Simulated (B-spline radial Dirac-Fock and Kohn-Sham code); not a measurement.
These are calculated numbers from a radial finite-basis atomic code; the model is independent-particle photoionisation in a Dirac-Hartree-Slater potential with a Latter tail, all multipoles, thresholds from Dirac-Fock ΔSCF. Kinetic energies are from the vacuum level. Open shells are spread statistically over j, without multiplet splitting. Without correlation, outer binding energies are uncertain by a few eV, most for open f shells.

Question: A free atom or ion in its tabulated ground configuration is ionised with Ag Lα (2984.4 eV) photons and gives these photoelectron lines. Identify it and assign the lines.

```
kinetic energy (eV)  relative cross section
             1416.3                   100.0
             2856.4                     5.6
             2903.4                    0.68
             2903.8                     1.3
             2978.9                  0.0052
             2978.9                   0.010
```

Answer: Al, [Ne] 3s2 3p1. Binding energies are hν less the kinetic energy: 1s 1568.1 eV, 2s 128.0 eV, 2p1/2 80.99 eV, 2p3/2 80.58 eV, 3p1/2 5.50 eV, 3p3/2 5.48 eV.

Question: A free atom or ion in its tabulated ground configuration is ionised with 9550 eV photons and gives these photoelectron lines. Identify it and assign the lines.

```
kinetic energy (eV)  relative cross section
             2077.8                    43.5
             2497.6                    60.0
             3051.1                   100.0
             7857.0                    10.1
             8036.2                     9.4
             8149.5                    16.0
             8457.5                     4.4
             8481.3                     5.9
             9169.9                     2.4
             9239.8                     2.0
             9264.5                     3.4
             9381.2                    0.85
             9385.5                     1.1
             9471.2                    0.45
             9493.2                    0.31
             9496.9                    0.52
```

Answer: Pm³⁺, [Xe] 4f4. Binding energies are hν less the kinetic energy: 2s 7472.2 eV, 2p1/2 7052.4 eV, 2p3/2 6498.9 eV, 3s 1693.0 eV, 3p1/2 1513.8 eV, 3p3/2 1400.5 eV, 3d3/2 1092.5 eV, 3d5/2 1068.7 eV, 4s 380.1 eV, 4p1/2 310.2 eV, 4p3/2 285.5 eV, 4d3/2 168.8 eV, 4d5/2 164.5 eV, 5s 78.77 eV, 5p1/2 56.85 eV, 5p3/2 53.13 eV.
